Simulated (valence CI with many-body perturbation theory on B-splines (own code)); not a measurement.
Level structure of Mo IV

Computed by valence CI with perturbative core correlation (CI+MBPT): three valence electrons over a frozen Dirac-Fock core [Kr], radial functions for each j: 7 s, 7 p, 8 d, 6 f, 4 g, 1 h, with the one-electron correlation potential Σ1 (screened to all orders), the two-electron term Σ2, the three-electron term Σ3, Breit, model QED; selected single and double excitations, second order for the rest, scaled by the run's own slope (own B-spline code, finite nucleus).

Set against measurement, 64 paired levels are off by 530 cm⁻¹ on average, the worst by 1922. These come from a selection out of Sugar and Musgrove, J. Phys. Chem. Ref. Data 17, 155 (1988). Levels without a partner in it may be off by more, other configurations by 1,000 to 8,000 cm⁻¹.

Levels 136 to 180 of 236, with energies above the lowest level, 4d³ ⁴F_3/2. "Leading %" is the weight of the configuration and term that name the level; weights of strongly mixed levels are sums over their largest components and can fall short. In the jj column 3d3/2^4 stands for four electrons in 3d with j = 3/2. Lifetimes count E1, E2, E3, M1 and M2 decay at the calculated energies, and are blank where another channel may lead or the interval is too uncertain; long ones can be off by a factor of two.

```tsv
No.	Configuration	Term	J	E (cm⁻¹)	Leading %	g	Leading jj	Lifetime
136	4d²5d	²G	7/2	194884	40	1.035	4d3/2 4d5/2 5d3/2 (26 %)	491 ps
137	4d²5d	⁴F	3/2	194912	94	0.419	4d3/2^2 5d3/2 (40 %)	438 ps
138	4d²6s	²F	7/2	195325	72	1.117	4d5/2^2 6s (56 %)	450 ps
139	4d²5d	⁴F	5/2	195350	88	1.041	4d3/2 4d5/2 5d3/2 (47 %)	451 ps
140	4d²5d	⁴F	7/2	196020	70	1.215	4d3/2 4d5/2 5d5/2 (78 %)	472 ps
141	4d²5d	⁴D	3/2	196371	59	1.056	4d3/2 4d5/2 5d3/2 (39 %)	500 ps
142	4d²5d	⁴D	1/2	196828	90	0.083	4d3/2 4d5/2 5d3/2 (62 %)	499 ps
143	4d²5d	⁴D	5/2	196860	79	1.319	4d3/2 4d5/2 5d5/2 (43 %)	508 ps
144	4d²5d	²F	5/2	196961	90	0.880	4d3/2 4d5/2 5d3/2 (30 %)	517 ps
145	4d²5d	⁴P	3/2	197219	29	1.246	4d3/2 4d5/2 5d3/2 (43 %)	470 ps
146	4d5s5p	²F°	5/2	197274	90	0.873	4d5/2 5s 5p1/2 (51 %)	331 ps
147	4d²5d	⁴F	9/2	197302	66	1.262	4d5/2^2 5d5/2 (77 %)	473 ps
148	4d²5d	²F	7/2	197533	68	1.123	4d5/2^2 5d3/2 (51 %)	507 ps
149	4d²5d	⁴D	7/2	197910	75	1.362	4d5/2^2 5d5/2 (66 %)	519 ps
150	4d²5d	⁴P	1/2	198011	59	1.873	4d3/2 4d5/2 5d3/2 (75 %)	437 ps
151	4d²5d	⁴P	5/2	198134	61	1.449	4d3/2 4d5/2 5d5/2 (48 %)	476 ps
152	4d²5d	²D	3/2	198262	39	1.248	4d3/2 4d5/2 5d5/2 (42 %)	484 ps
153	4d5s5p	²F°	7/2	198404	77	1.087	4d5/2 5s 5p3/2 (35 %)	335 ps
154	4d²4f	⁴H°	7/2	198628	72	0.759	4d3/2^2 4f5/2 (54 %)	1.28 ns
155	4d²4f	⁴H°	9/2	199155	64	0.900	4d3/2^2 4f5/2 (30 %)	6.30 ns
156	4d²5d	²D	5/2	199284	65	1.308	4d5/2^2 5d5/2 (48 %)	515 ps
157	4d²5d	²P	1/2	199662	58	1.428	4d5/2^2 5d3/2 (51 %)	442 ps
158	4d²5d	²G	7/2	199692	96	0.892	4d3/2 4d5/2 5d3/2 (43 %)	434 ps
159	4d²4f	⁴H°	11/2	199879	61	1.073	4d3/2 4d5/2 4f7/2 (37 %)	5.93 ns
160	4d5s5p	²P°	3/2	199957	84	1.327	4d5/2 5s 5p3/2 (55 %)	412 ps
161	4d²5d	²G	9/2	200008	82	1.089	4d3/2 4d5/2 5d3/2 (51 %)	434 ps
162	4d²4f	⁴I°	9/2	200054	64	0.807	4d3/2 4d5/2 4f5/2 (48 %)	6.05 ns
163	4d²5d	²D	3/2	200069	44	1.190	4d5/2^2 5d3/2 (45 %)	473 ps
164	4d²5d	²D	5/2	200208	80	1.241	4d5/2^2 5d3/2 (39 %)	490 ps
165	4d²5d	²I	11/2	200231	97	0.925	4d3/2 4d5/2 5d3/2 (59 %)	490 ps
166	4d²4f	²G°	7/2	200283	71	0.885	4d3/2 4d5/2 4f7/2 (36 %)	341 ps
167	4d²5d	²I	13/2	200590	98	1.077	4d3/2 4d5/2 5d5/2 (74 %)	512 ps
168	4d²4f	⁴H°	13/2	200913	62	1.187	4d3/2 4d5/2 4f7/2 (71 %)	15.6 ns
169	4d²4f	⁴I°	11/2	201063	61	1.026	4d3/2 4d5/2 4f5/2 (43 %)	6.17 ns
170	4d²5d	²D	3/2	201091	47	1.096	4d5/2^2 5d5/2 (74 %)	479 ps
171	4d5s5p	²P°	1/2	201382	76	0.720	4d5/2 5s 5p3/2 (69 %)	361 ps
172	4d²5d	²H	11/2	201559	97	1.090	4d3/2 4d5/2 5d5/2 (65 %)	451 ps
173	4d²5d	²H	9/2	201559	84	0.939	4d3/2 4d5/2 5d5/2 (35 %)	445 ps
174	4d²4f	²G°	9/2	201589	90	1.103	4d3/2 4d5/2 4f7/2 (27 %)	304 ps
175	4d²6s	²D	5/2	201862	71	1.295	4d3/2 4d5/2 6s (68 %)	443 ps
176	4d²6s	²D	3/2	202039	80	0.919	4d3/2 4d5/2 6s (60 %)	444 ps
177	4d²4f	⁴I°	13/2	202073	64	1.150	4d5/2^2 4f7/2 (30 %)	12.6 ns
178	4d²4f	⁴D°	1/2	202487	45	0.564	4d3/2^2 4f5/2 (67 %)	277 ps
179	4d²4f	²F°	5/2	202602	50	1.055	4d3/2^2 4f7/2 (44 %)	252 ps
180	4d²6s	⁴P	1/2	202773	95	2.616	4d3/2^2 6s (53 %)	440 ps
```

Names give the largest LS component (configuration and term), which can be under half, so a name can repeat, a term be missing and a line seem to break the LS rules; names also repeat where a configuration has a term twice.

Where two levels of one J and parity lie close, their mixing, g and order are uncertain.
